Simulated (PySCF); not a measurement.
Species: BF3.
Numbering: `[F:1][B:2]([F:3])[F:4]`

Structure used (PBE0-D3(BJ)/def2-SVP), in Å, numbered top down from 1:
```xyz
4
BF3 angstrom
F     -1.0138   -0.7937    0.5966
B      0.0397   -0.0739    0.3007
F      1.2309   -0.4653    0.6784
F     -0.0978    1.0380   -0.3772
```

The calculation used PBE0-D3(BJ)/def2-SVP geometry optimisation, gas phase in PySCF.

Masses are those of the commonest isotopes; rigid-rotor values at the optimised geometry. 

Task: Give the principal moments of inertia and the rotational constants in MHz.

Result: Ia = 48.79, Ib = 48.95, Ic = 97.75 u·Å²; 505379 MHz·u·Å²/I gives A = 10358, B = 10324, C = 5170 MHz.

Task: Classify the top.

Result: An oblate symmetric top, as the point group D3h requires two equal moments; the computed ones differ by 0.33 % because the geometry is symmetric only within the optimiser's tolerance. Ray's parameter κ = (2B − A − C)/(A − C) = 0.987; −1 is the prolate and +1 the oblate limit.

Task: What does the inertial defect say?

Result: Planar: Δ = Ic − Ia − Ib = 0.00 u·Å². For a rigid frame Δ = −2 Σ m c², so it vanishes when all atoms lie in the ab plane; here none is more than 0.01 Å from it.

The point group D3h allows no dipole (computed: 0.01 D), so a rigid rotor has no electric-dipole lines.

No frequency check. These are rigid-rotor constants of the computed structure; measured ground-state constants (B0) also hold zero-point vibration.
